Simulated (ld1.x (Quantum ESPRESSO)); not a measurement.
## Which change was made? (Ru, TM)

ruthenium, norm-conserving Troullier–Martins (Kleinman–Bylander form), made with ld1.x (Quantum ESPRESSO) 7.5 (PBE, scalar-relativistic). Core [Ar] 3d10, reference 4s2 4p6 4d7 5s0.5 5p0.5. Waves: 4s (bound): rc 1.80 bohr; 4p (bound): rc 1.10 bohr; 4d (bound): rc 2.15 bohr. Local part: all-electron potential smoothed inside 2.15 bohr (lloc = -1). Core correction: none.

Occupied shells without a wave of their own: 5p, 5s. They enter only through the test configuration that unscreens the potential.

Cutoffs, loose and tight: the cutoffs (Ry, on a coarse ladder) from which the occupation-weighted sum of valence levels, in a spherical-Bessel basis at the reference potential, stays within 10 and 1 mRy of its value at 400 Ry. They do not see the model core or the augmentation charge, which bear on the density cutoff. Test errors are all-electron minus pseudo excitation energies from the reference, over the configurations 4s2 4p6 4d7 5s1 5p0; 4s2 4p6 4d7 5s0 5p0; 4s2 4p6 4d6 5s0 5p0; 4s2 4p6 4d7 5s0.5 5p0; 4s2 4p6 4d6 5s1 5p0; 4s2 4p5 4d7 5s1 5p0; 4s2 4p6 4d5 5s0 5p0; variants that change the core or the reference have their own tests.

The base gives: outcome: generated, misses its reference levels by 0.93 eV; cutoff, loose: 120 Ry; cutoff, tight: 160 Ry; bound ghosts: none; largest test error (meV): -1120.

Question: After one change the result is: outcome: generated, misses its reference levels by 1.05 eV; cutoff, loose: 120 Ry; cutoff, tight: 160 Ry; bound ghosts: none; largest test error (meV): -1226. Which change was it?
A. wave 4s (bound): rc 1.80 bohr becomes 4s (bound): rc 2.34 bohr
B. wave 4s (bound): rc 1.80 bohr becomes 4s (bound): rc 1.68 bohr
C. wave 4s (bound): rc 1.80 bohr becomes 4s (bound): rc 1.98 bohr
D. wave 4s (bound): rc 1.80 bohr becomes 4s (bound): rc 2.68 bohr
E. wave 4s (bound): rc 1.80 bohr becomes 4s (bound): rc 1.12 bohr

Answer: A. The others give: wave 4s (bound): rc 1.80 bohr becomes 4s (bound): rc 1.68 bohr → outcome: generated, misses its reference levels by 0.90 eV; cutoff, loose: 120 Ry; cutoff, tight: 160 Ry; bound ghosts: none; largest test error (meV): -1097 | wave 4s (bound): rc 1.80 bohr becomes 4s (bound): rc 2.68 bohr → outcome: generated, misses its reference levels by 1.07 eV; cutoff, loose: 120 Ry; cutoff, tight: 160 Ry; bound ghosts: none; largest test error (meV): -1243 | wave 4s (bound): rc 1.80 bohr becomes 4s (bound): rc 1.12 bohr → outcome: generated, misses its reference levels by 0.86 eV; cutoff, loose: 140 Ry; cutoff, tight: 200 Ry; bound ghosts: none; largest test error (meV): -1139 | wave 4s (bound): rc 1.80 bohr becomes 4s (bound): rc 1.98 bohr → outcome: generated, misses its reference levels by 0.98 eV; cutoff, loose: 120 Ry; cutoff, tight: 160 Ry; bound ghosts: none; largest test error (meV): -1161.
